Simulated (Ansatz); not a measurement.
`C=[C]1[GaH][NH][Ga]1[GaH2]`. The species carries charge 0 and has multiplicity 1. Geometry: relaxed with PBE0-D4/def2-TZVP.

```xyz
12

C    -2.129    0.471   -1.059
C    -0.969   -0.127   -0.807
Ga    0.030   -1.658   -1.554
N     1.359   -1.331   -0.303
Ga    0.519    0.131    0.492
Ga    1.265    1.541    2.359
H    -2.484    1.332   -0.491
H    -2.804    0.142   -1.850
H    -0.027   -2.768   -2.649
H     2.238   -1.785   -0.113
H     2.113    2.848    2.122
H     0.889    1.204    3.853
```

What is the dipole moment at ωB97M-V/def2-TZVPP? (Estimate.)

Computed: 0.20 D, with components (0.18, -0.07, 0.06) D in this frame, pointing from negative to positive charge.

And with PBE, r2SCAN, B3LYP? (Estimate.)

Computed: PBE 0.27 D, r2SCAN 0.22 D, B3LYP 0.18 D.

Give the Mulliken charges with ωB97M-V, PBE, r2SCAN in def2-TZVPP. (An estimate is asked.)

Ansatz gave: 
| atom | ωB97M-V | PBE | r2SCAN |
| --- | --- | --- | --- |
| C1 | -0.15 | -0.14 | -0.05 |
| C2 | -0.33 | -0.16 | -0.31 |
| Ga3 | 0.23 | 0.14 | 0.25 |
| N4 | -0.38 | -0.31 | -0.41 |
| Ga5 | 0.20 | 0.14 | 0.19 |
| Ga6 | 0.15 | 0.10 | 0.21 |
| H7 | 0.10 | 0.09 | 0.07 |
| H8 | 0.10 | 0.09 | 0.08 |
| H9 | 0.04 | 0.00 | -0.02 |
| H10 | 0.10 | 0.13 | 0.14 |
| H11 | -0.03 | -0.04 | -0.07 |
| H12 | -0.03 | -0.04 | -0.07 |

B3LYP here is the variant with VWN-RPA as its local correlation; programs differ in this.
